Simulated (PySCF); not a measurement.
Input of a run (PBE0-D3(BJ)/def2-SVP geometry optimisation, gas phase (PySCF 2.14.0)), started from GFN2-xTB:
```
{"job": {"xc": "PBE0", "basis": "def2-SVP", "d3": "d3bj", "grid": 1, "kind": "geom"}, "charge": 0, "multiplicity": 1}
C      2.332859    -0.042148    -0.422812
O      1.230249     0.478874     0.283567
C      0.021836     0.532318    -0.441105
Si    -1.262054     1.222488     0.817937
C     -1.581737    -0.664093     0.803807
C     -0.769933    -0.795000    -0.487447
F     -0.005809    -1.939898    -0.544778
H      2.496315     0.519319    -1.351540
H      2.204450    -1.099749    -0.666152
H      3.196485     0.077939     0.229430
H      0.192485     0.963269    -1.435722
H     -2.338140     2.013368     0.219662
H     -0.661884     1.803102     2.007185
H     -2.589190    -1.066710     0.740438
H     -1.063148    -1.176309     1.612415
H     -1.410382    -0.817827    -1.376295
```

Output (energies in Eh, forces in Eh/bohr):
```
step   0  E = -621.53373836  max force = 0.023560
step   1  E = -621.53812443  max force = 0.002523
step   2  E = -621.53828642  max force = 0.001364
step   3  E = -621.53846011  max force = 0.001879
step   4  E = -621.53857322  max force = 0.001942
step   5  E = -621.53863646  max force = 0.001363
step   6  E = -621.53866183  max force = 0.000636
step   7  E = -621.53866618  max force = 0.000326
optimisation converged
```

Q: Summarise the run.

A: The energy falls by 3.1 kcal/mol over 8 energy and gradient evaluations, the largest force component goes from 0.0236 to 3.3e-04 Eh/bohr, and the atoms move by 0.182 Å rms after alignment. The bond that changes most is Si4–H13 (SiH2 silicon to Si–H hydrogen), which lengthens by 0.035 Å. Bonds longer at the end by more than 0.005 Å: 9 of 16; shorter: 2. Among the angles that change most is Si4–C5–H15, from 112.3° to 107.5°. Among the dihedrals that turn most is H15–C5–C6–H16, from 149° to 166°. The energy never rose by more than 1e-6 Eh on the way. The first step brought 89 % of the lowering.

Q: What are the final bond lengths?

A: C1–O2 1.404 Å, O2–C3 1.402 Å, C3–Si4 1.924 Å, Si4–C5 1.902 Å, C5–C6 1.529 Å, C6–F7 1.376 Å, C3–C6 1.547 Å, C1–H8 1.108 Å, C1–H9 1.101 Å, C1–H10 1.099 Å, C3–H11 1.106 Å, Si4–H12 1.493 Å, Si4–H13 1.488 Å, C5–H14 1.097 Å, C5–H15 1.102 Å, C6–H16 1.107 Å. Numbering counts from 1 in the input's order; the species is `[SiH2]1C[C@H](F)[C@@H]1OC`.

The run used 147 basis functions and 51 SCF cycles in all. Rough CPU time on one thread of a shared machine: about 2.3 min.

Stationary, but not proved a minimum. One conformer, not necessarily the lowest.
